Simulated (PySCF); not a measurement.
Stepwise substitution at one centre (Ge SH-H). All species are isolated molecules in the gas phase. One relaxed conformer stands for each flexible species; it need not be the lowest. Strings in code marks are SMILES.

Quantity: redistribution energy (mixed species minus the weighted end members), in kcal/mol.

A: 2 of 4 SH replaced by H: `[SH][GeH2][SH]` (H–S–Ge–S torsion -145°, S–Ge–S–H torsion 59°)
B: 3 of 4 SH replaced by H: `[SH][GeH3]`
C: 1 of 4 SH replaced by H: `[SH][GeH]([SH])[SH]`

Question: Put the candidates in order of redistribution energy (mixed species minus the weighted end members), lowest first, for PBE-D3(BJ)/def2-TZVP // r2SCAN-D4/def2-TZVP (PySCF).

Answer: C (1.33 kcal/mol), B (2.25 kcal/mol), A (2.66 kcal/mol)
